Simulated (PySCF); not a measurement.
C5H10, SMILES `CC=C(C)C`, neutral singlet in the gas phase. 

Cartesian coordinates (Å):
SMILES: CC=C(C)C
```xyz
15

C      2.0709     0.2906    -0.2675
C      0.8346     0.2354     0.5634
C     -0.4107    -0.0366     0.1722
C     -1.5387    -0.0471     1.1570
C     -0.8141    -0.3501    -1.2338
H      2.8151    -0.4262     0.0949
H      2.5369     1.2795    -0.2056
H      1.8886     0.0755    -1.3201
H      0.9824     0.4458     1.6215
H     -2.0304    -1.0260     1.1789
H     -2.3087     0.6808     0.8783
H     -1.1967     0.1864     2.1663
H     -1.2848    -1.3378    -1.2850
H      0.0186    -0.3378    -1.9349
H     -1.5630     0.3678    -1.5855
```
Charge 0, multiplicity 1.

All levels are single points at this geometry (PBE0-D3(BJ)/def2-TZVP); Pople sets use spherical d functions. Orbital energies aren't observables, and empty levels follow the basis.

HF/STO-3G in PySCF gives dipole (D) = 0.16.

Estimate the dipole (D) from each of these levels: PBE0-D3(BJ)/def2-TZVP in PySCF; B3LYP/6-311+G** in PySCF; BP86/6-31G* in PySCF; SVWN5/6-31G* in PySCF; HF/6-31G* in PySCF.


| level | dipole (D) |
|---|---|
| PBE0-D3(BJ)/def2-TZVP in PySCF | 0.21 |
| B3LYP/6-311+G** in PySCF | 0.21 |
| BP86/6-31G* in PySCF | 0.19 |
| SVWN5/6-31G* in PySCF | 0.20 |
| HF/6-31G* in PySCF | 0.17 |
